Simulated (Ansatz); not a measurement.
F₃Sb, SMILES [F][Sb+]([F])[F], charge +1, multiplicity 2.

Geometry: PBE0-D3(BJ)/def2-SVP. The def2 effective core potentials stand for the cores of Sb; spin–orbit coupling is left out.

Two levels are set side by side: PBE/def2-SVPD (Ansatz, a program for electronic structure) and PBE0/def2-SVPD (Ansatz). Energy differences of separate SCF runs at the same geometry; the states with an electron removed or added have multiplicity 1 and 1. Differences are taken from unrounded values.

```
quantity                          PBE0    PBE  PBE minus PBE0
-------------------------------  -----  -----  --------------
vertical ionisation energy (eV)  20.09  19.57           -0.52
vertical electron affinity (eV)  11.72  11.45           -0.27
```
